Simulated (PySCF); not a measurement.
Simulated C 1s region for Si(OMe)2Me2 (`CO[Si](C)(C)OC`), binding energy against the vacuum level.

Every computed line was given a Gaussian of 0.5 eV full width at half maximum and an area set by the number of equivalent atoms; the highest printed point is 100. The calculation used delta-SCF UKS SCAN, pcX-2 on the ionised atom, pcseg-1 elsewhere, spin-free X2C in PySCF 2.14.0.

| binding energy (eV) | intensity |
| --- | --- |
| 289.4 | 1 |
| 289.5 | 3 |
| 289.6 | 9 |
| 289.7 | 23 |
| 289.8 | 47 |
| 289.9 | 75 |
| 290.0 | 96 |
| 290.1 | 99 |
| 290.2 | 82 |
| 290.3 | 54 |
| 290.4 | 29 |
| 290.5 | 12 |
| 290.6 | 4 |
| 290.7 | 1 |
| 290.8 | 0 |
| 290.9 | 0 |
| 291.0 | 0 |
| 291.1 | 0 |
| 291.2 | 0 |
| 291.3 | 0 |
| 291.4 | 1 |
| 291.5 | 3 |
| 291.6 | 8 |
| 291.7 | 21 |
| 291.8 | 43 |
| 291.9 | 72 |
| 292.0 | 94 |
| 292.1 | 100 |
| 292.2 | 85 |
| 292.3 | 58 |
| 292.4 | 31 |
| 292.5 | 14 |
| 292.6 | 5 |
| 292.7 | 1 |
| 292.8 | 0 |

**Question.** How many maxima does the curve show, and how many computed lines lie under it?

**Answer.** The curve has 2 maxima (at 290.1 and 292.1 eV). Under it lie 2 lines from 2 inequivalent carbon sites.

**Question.** Decompose the envelope and assign each component. Bonds: Si1–O2, Si1–O7, Si1–C12, Si1–C16, O2–C3, O7–C8. Hydrogens: H4, H5, H6 on C3; H9, H10, H11 on C8; H13, H14, H15 on C12; H17, H18, H19 on C16.

**Answer.** 
```tsv
position (eV)	relative area	line	atoms	environment
290.06	2	C 1s	C12/C16	carbon bonded to Si and 3 H
292.08	2	C 1s	C3/C8	carbon bonded to O and 3 H
```

**Question.** What are the centre and the root-mean-square width of the whole band?

**Answer.** The area-weighted mean of the lines is 291.07 eV. Their own spread about it is 1.01 eV (rms) and each Gaussian has σ = 0.5/2.355 = 0.21 eV; the variances add, which gives 1.03 eV.

**Question.** Above which line width would these two lines show one maximum?

**Answer.** Two equal Gaussians merge once their distance is under 2σ = FWHM/1.177. With 2.01 eV between them that is a full width over 2.37 eV.

The listed C 1s values span 2.02 eV, from C12/C16 (bonded to 3 H and Si) to C3/C8 (bonded to O and 3 H).

No satellites, vibrations or lifetime broadening are included. One atom of each set of topologically equivalent atoms was ionised and stands for the set; in this conformer not all members are related by symmetry, and their own values weren't computed. One conformer (not necessarily the lowest) at the PBE0-D3(BJ)/def2-SVP geometry, without solvent, vibrations or thermal averaging.

Hardware: Arm Neoverse V1, one thread, on a shared host. Cost: 74 s of wall time, 0.71 GiB resident at most.
